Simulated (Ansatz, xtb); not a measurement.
## The dipole moment down a group: F to I

One atom is swapped for its congeners: HF (hydrogen fluoride); HCl (hydrogen chloride); HBr (hydrogen bromide); HI (hydrogen iodide). All are singlets with charge 0.

Shapes, held fixed at every level: PBE0-D4/def2-TZVP. Programs: Ansatz 0.2.0, xtb 6.7.1. Values in D.

| level | HF | HCl | HBr | HI |
| --- | --- | --- | --- | --- |
| GFN2-xTB | 2.52 | 1.05 | 2.50 | 2.35 |
| PBE-D4/def2-TZVPP | 1.80 | 1.17 | 0.89 | 0.46 |
| r2SCAN-D4/def2-TZVPP | 1.84 | 1.22 | 0.95 | 0.51 |
| B3LYP-D4/def2-TZVPP | 1.85 | 1.19 | 0.90 | 0.45 |
| wB97M-V/def2-TZVPP | 1.84 | 1.19 | 0.92 | 0.48 |
| measured | 1.82 | – | 0.83 | 0.45 |

At wB97M-V/def2-TZVPP the dipole moment falls at every step, from 1.84 to 0.48 D. 4 of 5 levels show this order throughout; 4 agree on the largest and the smallest. Measured values: NIST CCCBDB. For atoms past krypton def2 sets carry core potentials with scalar relativity. Relativity is left out for Br unless named. GFN2-xTB strays far from the other rows. Magnitudes only: a dipole under 1 D may point either way.
